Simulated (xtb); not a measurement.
3-methylthietane (C₄H₈S), SMILES CC1CSC1. All values are semi-empirical tight-binding results from xtb (GFN2-xTB unless named), good for trends rather than for accurate numbers. Geometry optimised at GFN2-xTB.

Computed properties:
point group as xtb finds it: Cs
orbital gap: 3.44 eV
zero-point energy: 69.2 kcal/mol
G − E(el) at 298.15 K (modified RRHO): 50.8 kcal/mol
static polarisability (D4 model): 66.2 bohr³
solvation energy, GFN2-xTB/ALPB(water): 0.1 kcal/mol
solvation energy, GFN2-xTB/ALPB(dmso): -4.9 kcal/mol
